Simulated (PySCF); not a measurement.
**Orbital picture of CaAl**

PBE0 at R = 3.157 Å; Ca aug-pcseg-1, Al aug-pcseg-1; no relativity (PySCF 2.14). State: Ms = 0.5 determinant of mixed spin (⟨S²⟩ near 1.8), unpaired electrons σ ↓, π ↑↑, a second solution, started from another occupation. Only the outer orbitals are listed, counted within each symmetry.

```
spin  orbital  occ.  ε (eV)  on Ca (%)            main shells (%)
   α       7σ     1  -50.56        100                   100 Ca s
   α       3π     1  -30.73        100                   100 Ca p
   α       3π     1  -30.73        100                   100 Ca p
   α       8σ     1  -30.68        100                   100 Ca p
   α       9σ     1   -8.69         14                    85 Al s
   α       4π     1   -3.72         24   74 Al p, 16 Ca d, 8 Ca p
   α       4π     1   -3.72         24   74 Al p, 16 Ca d, 8 Ca p
   α      10σ     0   -3.16         61           61 Ca s, 31 Al p
   α      11σ     0   -1.69         58  30 Al p, 24 Ca d, 17 Ca s
   α       1δ     0   -0.84         98                    98 Ca d
   β       7σ     1  -50.53        100                   100 Ca s
   β       3π     1  -30.69        100                   100 Ca p
   β       3π     1  -30.69        100                   100 Ca p
   β       8σ     1  -30.55        100                   100 Ca p
   β       9σ     1   -7.70         31   71 Al s, 18 Ca s, 8 Ca p
   β      10σ     1   -4.71         87            80 Ca s, 9 Al p
   β      11σ     0   -2.06         48  46 Al p, 34 Ca p, 10 Ca d
   β       4π     0   -1.50         65           64 Ca p, 35 Al p
   β       4π     0   -1.50         65           64 Ca p, 35 Al p
```

**Question.** Which are the highest filled and the lowest empty level, where do they sit, and how wide is the gap?

**Answer.** Highest filled α 4π at -3.72 eV (in %: 74 Al p, 16 Ca d, 8 Ca p); lowest empty α 10σ at -3.16 eV (in %: 61 Ca s, 31 Al p); the gap at PBE0 is 0.56 eV.

- bond order (Mayer): 1.24
- ⟨S²⟩: 1.766
- charge on Ca (Mulliken, basis-dependent): 0.21
- charge on Ca (Löwdin, basis-dependent): 0.27
- dipole moment (positive dipole means Ca(−)Al(+)): -4.28 D
